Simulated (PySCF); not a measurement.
Fractional electron number in Pr⁺ (praseodymium, charge +1)

The 6s alpha orbital of [Xe] 4f3 6s1 is emptied in steps (occupation f), with all orbitals relaxed, ending at [Xe] 4f3. Calculation: PySCF 2.14, in def2-SVP with the def2 core potential (28 electrons) (10s6p4d3f1g, 78 functions); scalar relativity through the core potential. The exact energy is a straight line in f; departures are measured from the line between the end points of the same method.

| f | BHandHLYP (eV) |
| --- | --- |
| 1 | 0.000 |
| 0.8 | -0.203 |
| 0.6 | -0.306 |
| 0.4 | -0.307 |
| 0.2 | -0.206 |
| 0 | 0.000 |

```tsv
method	E(f=0) − E(f=1) (eV)	−ε at f=1 (eV)	−ε at f=0.4 (eV)
BHandHLYP	10.602	9.334	10.850
```

Orbital energy along the path (eV):

```json
{"f": "1", "BHandHLYP": "-9.334"}
{"f": "0.8", "BHandHLYP": "-9.838"}
{"f": "0.6", "BHandHLYP": "-10.343"}
{"f": "0.4", "BHandHLYP": "-10.850"}
{"f": "0.2", "BHandHLYP": "-11.366"}
{"f": "0", "BHandHLYP": "-11.906"}
```

Reference removal energy between the ground levels: 10.631 ± 0.02 eV (semi-empirical (NIST evaluation); NIST Atomic Spectra Database, ionization energies). The calculation has no spin-orbit coupling.
